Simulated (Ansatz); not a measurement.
Molecular dynamics of CH6F2O2Si2

input.yaml

```yaml
crystal:
  periodic: [false, false, false]
  atoms:
    - { symbol: Si, position_ang: [0.00145, -0.212368, -0.145166] }
    - { symbol: F, position_ang: [0.176967, -0.135932, 1.499839] }
    - { symbol: O, position_ang: [1.481632, 0.097331, -0.99924] }
    - { symbol: C, position_ang: [2.456998, -0.985967, -0.763294] }
    - { symbol: H, position_ang: [2.092302, -2.00041, -1.076166] }
    - { symbol: H, position_ang: [3.359668, -0.751047, -1.377086] }
    - { symbol: H, position_ang: [2.793975, -1.065418, 0.3057] }
    - { symbol: F, position_ang: [-0.991158, 1.021811, -0.602413] }
    - { symbol: O, position_ang: [-0.610037, -1.739909, -0.618493] }
    - { symbol: Si, position_ang: [-1.78285, -2.452888, 0.429393] }
    - { symbol: H, position_ang: [-1.200061, -2.903015, 1.697349] }
    - { symbol: H, position_ang: [-2.894968, -1.550629, 0.746048] }
    - { symbol: H, position_ang: [-2.298117, -3.61416, -0.288669] }
basis:
  gaussian: { orbitals: STO-3G }
hamiltonian:
  xc: revpbe
md:
  timestep: 0.5
  n_steps: 150
  ensemble: nvt_nose_hoover
  temperature: 700.0
  initial_velocities: maxwell_boltzmann
  seed: 415225
  nose_hoover: { tau: 50.0, chain_length: 3 }
```

Run as:

```bash
$ ansatz run input.yaml --threads 1 --pin off --max-ram 2048MiB --backend cpu --events-out ev --progress --plain --runs-dir out
```

It starts from a relaxed structure.

Output, in part (one step line in 2, the closing report, with atoms numbered from 0):

```
md step     0: t =     0.00 fs  T =   700.0 K  F+E_penalty+E_count = -26082.85601874 eV  E_kin = 0.995302 eV  conserved = -26081.86071675 eV  (25 SCF iters)
md step     2: t =     1.00 fs  T =   644.9 K  F+E_penalty+E_count = -26082.77618033 eV  E_kin = 0.916982 eV  conserved = -26081.85920394 eV  (28 SCF iters)
md step     4: t =     2.00 fs  T =   530.9 K  F+E_penalty+E_count = -26082.61195380 eV  E_kin = 0.754870 eV  conserved = -26081.85715054 eV  (28 SCF iters)
md step     6: t =     3.00 fs  T =   442.3 K  F+E_penalty+E_count = -26082.48480625 eV  E_kin = 0.628857 eV  conserved = -26081.85619618 eV  (28 SCF iters)
md step     8: t =     4.00 fs  T =   419.6 K  F+E_penalty+E_count = -26082.45296618 eV  E_kin = 0.596674 eV  conserved = -26081.85687427 eV  (28 SCF iters)
md step    10: t =     5.00 fs  T =   434.6 K  F+E_penalty+E_count = -26082.47555836 eV  E_kin = 0.617981 eV  conserved = -26081.85868915 eV  (28 SCF iters)
md step    12: t =     6.00 fs  T =   415.7 K  F+E_penalty+E_count = -26082.44898421 eV  E_kin = 0.591069 eV  conserved = -26081.85974596 eV  (27 SCF iters)
md step    14: t =     7.00 fs  T =   330.7 K  F+E_penalty+E_count = -26082.32542547 eV  E_kin = 0.470200 eV  conserved = -26081.85786285 eV  (28 SCF iters)
md step    16: t =     8.00 fs  T =   258.7 K  F+E_penalty+E_count = -26082.21981688 eV  E_kin = 0.367896 eV  conserved = -26081.85535426 eV  (28 SCF iters)
md step    18: t =     9.00 fs  T =   291.2 K  F+E_penalty+E_count = -26082.26648445 eV  E_kin = 0.414030 eV  conserved = -26081.85682075 eV  (25 SCF iters)
md step    20: t =    10.00 fs  T =   375.9 K  F+E_penalty+E_count = -26082.38816822 eV  E_kin = 0.534475 eV  conserved = -26081.85944805 eV  (28 SCF iters)
md step    22: t =    11.00 fs  T =   408.2 K  F+E_penalty+E_count = -26082.43231508 eV  E_kin = 0.580458 eV  conserved = -26081.85947638 eV  (28 SCF iters)
md step    24: t =    12.00 fs  T =   375.8 K  F+E_penalty+E_count = -26082.38255312 eV  E_kin = 0.534302 eV  conserved = -26081.85791932 eV  (27 SCF iters)
md step    26: t =    13.00 fs  T =   337.1 K  F+E_penalty+E_count = -26082.32428154 eV  E_kin = 0.479326 eV  conserved = -26081.85666215 eV  (28 SCF iters)
md step    28: t =    14.00 fs  T =   345.1 K  F+E_penalty+E_count = -26082.33342104 eV  E_kin = 0.490732 eV  conserved = -26081.85654242 eV  (28 SCF iters)
md step    30: t =    15.00 fs  T =   405.3 K  F+E_penalty+E_count = -26082.41749437 eV  E_kin = 0.576279 eV  conserved = -26081.85766794 eV  (28 SCF iters)
md step    32: t =    16.00 fs  T =   471.0 K  F+E_penalty+E_count = -26082.50920333 eV  E_kin = 0.669691 eV  conserved = -26081.85925774 eV  (27 SCF iters)
md step    34: t =    17.00 fs  T =   481.8 K  F+E_penalty+E_count = -26082.52089140 eV  E_kin = 0.685093 eV  conserved = -26081.85934462 eV  (28 SCF iters)
md step    36: t =    18.00 fs  T =   440.2 K  F+E_penalty+E_count = -26082.45587743 eV  E_kin = 0.625899 eV  conserved = -26081.85736529 eV  (25 SCF iters)
md step    38: t =    19.00 fs  T =   421.0 K  F+E_penalty+E_count = -26082.42410818 eV  E_kin = 0.598624 eV  conserved = -26081.85661902 eV  (28 SCF iters)
md step    40: t =    20.00 fs  T =   452.6 K  F+E_penalty+E_count = -26082.46674710 eV  E_kin = 0.643594 eV  conserved = -26081.85832577 eV  (28 SCF iters)
md step    42: t =    21.00 fs  T =   471.6 K  F+E_penalty+E_count = -26082.49034152 eV  E_kin = 0.670607 eV  conserved = -26081.85944014 eV  (28 SCF iters)
md step    44: t =    22.00 fs  T =   429.2 K  F+E_penalty+E_count = -26082.42451623 eV  E_kin = 0.610312 eV  conserved = -26081.85853181 eV  (27 SCF iters)
md step    46: t =    23.00 fs  T =   354.6 K  F+E_penalty+E_count = -26082.31260971 eV  E_kin = 0.504227 eV  conserved = -26081.85689674 eV  (27 SCF iters)
md step    48: t =    24.00 fs  T =   311.9 K  F+E_penalty+E_count = -26082.24732741 eV  E_kin = 0.443532 eV  conserved = -26081.85603483 eV  (27 SCF iters)
md step    50: t =    25.00 fs  T =   337.2 K  F+E_penalty+E_count = -26082.27988955 eV  E_kin = 0.479449 eV  conserved = -26081.85652651 eV  (28 SCF iters)
md step    52: t =    26.00 fs  T =   410.5 K  F+E_penalty+E_count = -26082.38089030 eV  E_kin = 0.583683 eV  conserved = -26081.85801204 eV  (28 SCF iters)
md step    54: t =    27.00 fs  T =   472.2 K  F+E_penalty+E_count = -26082.46393940 eV  E_kin = 0.671463 eV  conserved = -26081.85914719 eV  (28 SCF iters)
md step    56: t =    28.00 fs  T =   480.0 K  F+E_penalty+E_count = -26082.46780760 eV  E_kin = 0.682472 eV  conserved = -26081.85855587 eV  (28 SCF iters)
md step    58: t =    29.00 fs  T =   458.6 K  F+E_penalty+E_count = -26082.42933857 eV  E_kin = 0.652038 eV  conserved = -26081.85713088 eV  (28 SCF iters)
md step    60: t =    30.00 fs  T =   464.2 K  F+E_penalty+E_count = -26082.43048340 eV  E_kin = 0.659983 eV  conserved = -26081.85700230 eV  (29 SCF iters)
md step    62: t =    31.00 fs  T =   501.5 K  F+E_penalty+E_count = -26082.47785054 eV  E_kin = 0.713116 eV  conserved = -26081.85846636 eV  (29 SCF iters)
md step    64: t =    32.00 fs  T =   511.7 K  F+E_penalty+E_count = -26082.48549461 eV  E_kin = 0.727610 eV  conserved = -26081.85946569 eV  (29 SCF iters)
md step    66: t =    33.00 fs  T =   450.9 K  F+E_penalty+E_count = -26082.39037830 eV  E_kin = 0.641070 eV  conserved = -26081.85853429 eV  (28 SCF iters)
md step    68: t =    34.00 fs  T =   349.4 K  F+E_penalty+E_count = -26082.23782395 eV  E_kin = 0.496748 eV  conserved = -26081.85678655 eV  (29 SCF iters)
md step    70: t =    35.00 fs  T =   275.2 K  F+E_penalty+E_count = -26082.12630759 eV  E_kin = 0.391329 eV  conserved = -26081.85587268 eV  (29 SCF iters)
md step    72: t =    36.00 fs  T =   267.0 K  F+E_penalty+E_count = -26082.11038804 eV  E_kin = 0.379575 eV  conserved = -26081.85637972 eV  (30 SCF iters)
md step    74: t =    37.00 fs  T =   306.2 K  F+E_penalty+E_count = -26082.16227470 eV  E_kin = 0.435371 eV  conserved = -26081.85766542 eV  (26 SCF iters)
md step    76: t =    38.00 fs  T =   342.7 K  F+E_penalty+E_count = -26082.20895133 eV  E_kin = 0.487335 eV  conserved = -26081.85852630 eV  (29 SCF iters)
md step    78: t =    39.00 fs  T =   342.8 K  F+E_penalty+E_count = -26082.20212708 eV  E_kin = 0.487370 eV  conserved = -26081.85836839 eV  (29 SCF iters)
md step    80: t =    40.00 fs  T =   317.6 K  F+E_penalty+E_count = -26082.15839163 eV  E_kin = 0.451599 eV  conserved = -26081.85699095 eV  (29 SCF iters)
md step    82: t =    41.00 fs  T =   323.1 K  F+E_penalty+E_count = -26082.15887881 eV  E_kin = 0.459365 eV  conserved = -26081.85619532 eV  (29 SCF iters)
md step    84: t =    42.00 fs  T =   384.5 K  F+E_penalty+E_count = -26082.24058228 eV  E_kin = 0.546737 eV  conserved = -26081.85790273 eV  (29 SCF iters)
md step    86: t =    43.00 fs  T =   437.7 K  F+E_penalty+E_count = -26082.30852435 eV  E_kin = 0.622344 eV  conserved = -26081.85908149 eV  (29 SCF iters)
md step    88: t =    44.00 fs  T =   429.8 K  F+E_penalty+E_count = -26082.28689056 eV  E_kin = 0.611167 eV  conserved = -26081.85807588 eV  (29 SCF iters)
md step    90: t =    45.00 fs  T =   390.1 K  F+E_penalty+E_count = -26082.21992286 eV  E_kin = 0.554631 eV  conserved = -26081.85659577 eV  (29 SCF iters)
md step    92: t =    46.00 fs  T =   374.9 K  F+E_penalty+E_count = -26082.18946073 eV  E_kin = 0.533048 eV  conserved = -26081.85609812 eV  (27 SCF iters)
md step    94: t =    47.00 fs  T =   406.4 K  F+E_penalty+E_count = -26082.22621811 eV  E_kin = 0.577872 eV  conserved = -26081.85668359 eV  (28 SCF iters)
md step    96: t =    48.00 fs  T =   462.5 K  F+E_penalty+E_count = -26082.29724616 eV  E_kin = 0.657595 eV  conserved = -26081.85772651 eV  (28 SCF iters)
md step    98: t =    49.00 fs  T =   500.2 K  F+E_penalty+E_count = -26082.34096543 eV  E_kin = 0.711274 eV  conserved = -26081.85861849 eV  (28 SCF iters)
md step   100: t =    50.00 fs  T =   486.5 K  F+E_penalty+E_count = -26082.31005138 eV  E_kin = 0.691754 eV  conserved = -26081.85832034 eV  (28 SCF iters)
md step   102: t =    51.00 fs  T =   440.9 K  F+E_penalty+E_count = -26082.23302441 eV  E_kin = 0.626967 eV  conserved = -26081.85637606 eV  (28 SCF iters)
md step   104: t =    52.00 fs  T =   435.7 K  F+E_penalty+E_count = -26082.21573331 eV  E_kin = 0.619469 eV  conserved = -26081.85617996 eV  (29 SCF iters)
md step   106: t =    53.00 fs  T =   476.9 K  F+E_penalty+E_count = -26082.26631371 eV  E_kin = 0.678054 eV  conserved = -26081.85818410 eV  (28 SCF iters)
md step   108: t =    54.00 fs  T =   489.9 K  F+E_penalty+E_count = -26082.27446355 eV  E_kin = 0.696541 eV  conserved = -26081.85843528 eV  (28 SCF iters)
md step   110: t =    55.00 fs  T =   453.7 K  F+E_penalty+E_count = -26082.21136588 eV  E_kin = 0.645155 eV  conserved = -26081.85688964 eV  (28 SCF iters)
md step   112: t =    56.00 fs  T =   420.5 K  F+E_penalty+E_count = -26082.15365103 eV  E_kin = 0.597840 eV  conserved = -26081.85570955 eV  (26 SCF iters)
md step   114: t =    57.00 fs  T =   438.1 K  F+E_penalty+E_count = -26082.16976892 eV  E_kin = 0.622983 eV  conserved = -26081.85559154 eV  (29 SCF iters)
md step   116: t =    58.00 fs  T =   513.9 K  F+E_penalty+E_count = -26082.26834731 eV  E_kin = 0.730628 eV  conserved = -26081.85627520 eV  (29 SCF iters)
md step   118: t =    59.00 fs  T =   617.0 K  F+E_penalty+E_count = -26082.40507796 eV  E_kin = 0.877315 eV  conserved = -26081.85771596 eV  (28 SCF iters)
md step   120: t =    60.00 fs  T =   685.2 K  F+E_penalty+E_count = -26082.49076874 eV  E_kin = 0.974209 eV  conserved = -26081.85931851 eV  (28 SCF iters)
md step   122: t =    61.00 fs  T =   660.2 K  F+E_penalty+E_count = -26082.44174842 eV  E_kin = 0.938774 eV  conserved = -26081.85850251 eV  (28 SCF iters)
md step   124: t =    62.00 fs  T =   581.9 K  F+E_penalty+E_count = -26082.31594774 eV  E_kin = 0.827381 eV  conserved = -26081.85533808 eV  (28 SCF iters)
md step   126: t =    63.00 fs  T =   564.8 K  F+E_penalty+E_count = -26082.28187771 eV  E_kin = 0.803098 eV  conserved = -26081.85549140 eV  (28 SCF iters)
md step   128: t =    64.00 fs  T =   605.1 K  F+E_penalty+E_count = -26082.33212924 eV  E_kin = 0.860304 eV  conserved = -26081.85845611 eV  (29 SCF iters)
md step   130: t =    65.00 fs  T =   591.3 K  F+E_penalty+E_count = -26082.30297289 eV  E_kin = 0.840711 eV  conserved = -26081.85878093 eV  (29 SCF iters)
md step   132: t =    66.00 fs  T =   496.5 K  F+E_penalty+E_count = -26082.15741241 eV  E_kin = 0.705924 eV  conserved = -26081.85666511 eV  (29 SCF iters)
md step   134: t =    67.00 fs  T =   395.9 K  F+E_penalty+E_count = -26082.00572993 eV  E_kin = 0.562964 eV  conserved = -26081.85478112 eV  (28 SCF iters)
md step   136: t =    68.00 fs  T =   367.6 K  F+E_penalty+E_count = -26081.95930860 eV  E_kin = 0.522643 eV  conserved = -26081.85437901 eV  (28 SCF iters)
md step   138: t =    69.00 fs  T =   430.1 K  F+E_penalty+E_count = -26082.04363600 eV  E_kin = 0.611611 eV  conserved = -26081.85563140 eV  (28 SCF iters)
md step   140: t =    70.00 fs  T =   531.1 K  F+E_penalty+E_count = -26082.18242881 eV  E_kin = 0.755099 eV  conserved = -26081.85798868 eV  (28 SCF iters)
md step   142: t =    71.00 fs  T =   576.2 K  F+E_penalty+E_count = -26082.24000031 eV  E_kin = 0.819340 eV  conserved = -26081.85929045 eV  (28 SCF iters)
md step   144: t =    72.00 fs  T =   523.3 K  F+E_penalty+E_count = -26082.15492320 eV  E_kin = 0.744108 eV  conserved = -26081.85708769 eV  (27 SCF iters)
md step   146: t =    73.00 fs  T =   461.2 K  F+E_penalty+E_count = -26082.05732375 eV  E_kin = 0.655803 eV  conserved = -26081.85433855 eV  (28 SCF iters)
md step   148: t =    74.00 fs  T =   490.1 K  F+E_penalty+E_count = -26082.09380896 eV  E_kin = 0.696814 eV  conserved = -26081.85597671 eV  (28 SCF iters)
md step   150: t =    75.00 fs  T =   553.8 K  F+E_penalty+E_count = -26082.18007255 eV  E_kin = 0.787363 eV  conserved = -26081.85840737 eV  (26 SCF iters)
Total energy: -26082.18010310 eV, -958.5024396523 hartree
Atom 0 at    -0.078641    -0.222750    -0.170279 Å, force     0.744628    -0.490805     1.145164 eV/Å
Atom 1 at     0.370062    -0.181285     1.397350 Å, force    -0.123894    -0.229685     0.942247 eV/Å
Atom 2 at     1.290036    -0.101157    -1.102964 Å, force     3.397189    -0.559057    -1.047579 eV/Å
Atom 3 at     2.491465    -0.847722    -0.529068 Å, force    -1.239553     1.540878     0.264584 eV/Å
Atom 4 at     2.249707    -1.852024    -0.179787 Å, force    -0.243309    -1.584138    -0.681233 eV/Å
Atom 5 at     3.336536    -0.833766    -1.278013 Å, force    -0.525474    -0.070396     0.455919 eV/Å
Atom 6 at     2.815517    -0.432594     0.465979 Å, force     0.401637     0.835885    -0.484669 eV/Å
Atom 7 at    -0.801162     1.162254    -0.483024 Å, force    -1.409080     1.482943    -0.501088 eV/Å
Atom 8 at    -0.851742    -1.597692    -0.654101 Å, force    -0.076705    -0.306685    -1.352012 eV/Å
Atom 9 at    -1.747363    -2.543453     0.377903 Å, force    -0.167527    -1.391703     1.793562 eV/Å
Atom 10 at    -2.001682    -1.773859     1.586171 Å, force    -0.249866    -0.005534     0.331998 eV/Å
Atom 11 at    -3.028018    -2.930394    -0.183840 Å, force    -0.138283    -0.050690    -0.331345 eV/Å
Atom 12 at    -1.030186    -3.795838     0.832991 Å, force    -0.369762     0.828986    -0.535550 eV/Å
Dipole moment:    -0.057975    -0.187164     0.166680 e Å
```

All steps were run. The conserved energy stayed within 0.49 meV per atom of its start (net change 0.18 meV per atom), so the integration is sound. The mean temperature of the second half is 33 % below the set value. A run of 0.075 ps of so small a system gives no equilibrium averages. Limits of this set-up: minimal basis.

The same pairs are bonded in the first frame and the last. Pairs count as bonded within 1.25 times the sum of covalent radii (0.12 Å more for H–H).

Last frame:

```xyz
13
Properties=species:S:1:pos:R:3
Si -0.079 -0.223 -0.170
F 0.370 -0.181 1.397
O 1.290 -0.101 -1.103
C 2.491 -0.848 -0.529
H 2.250 -1.852 -0.180
H 3.337 -0.834 -1.278
H 2.816 -0.433 0.466
F -0.801 1.162 -0.483
O -0.852 -1.598 -0.654
Si -1.747 -2.543 0.378
H -2.002 -1.774 1.586
H -3.028 -2.930 -0.184
H -1.030 -3.796 0.833
```

Time of the run: 9 min on 1 thread of Arm Neoverse V2 (shared host), peak memory 0.082 GiB.
